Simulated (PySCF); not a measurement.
## Ionisation energy of Zn by level of theory

Zn [Ar] 3d10 4s2 (1S) → Zn⁺ [Ar] 3d10 4s1 (2S), as a difference of total energies. All numbers are calculated (PySCF 2.14, the spin-free X2C one-electron Hamiltonian (Gaussian nucleus), in cc-pVTZ-DK). Correlated levels: valence: [Ar] frozen. The calculations carry no spin-orbit coupling.

| method | ionisation energy (eV) | error (eV) |
| --- | --- | --- |
| UHF | 7.777 | -1.617 |
| r2SCAN | 9.380 | -0.014 |
| TPSS | 9.354 | -0.040 |
| MP2 (valence) | 9.031 | -0.363 |
| SCS-MP2 (valence) | 9.045 | -0.349 |

Reference: 9.394 eV (measured; NIST Atomic Spectra Database, ionization energies).

Errors of the correlated levels include the incompleteness of this basis and the frozen core.

MP2 underrates the near-degeneracy of ns² with np² in the lower species.
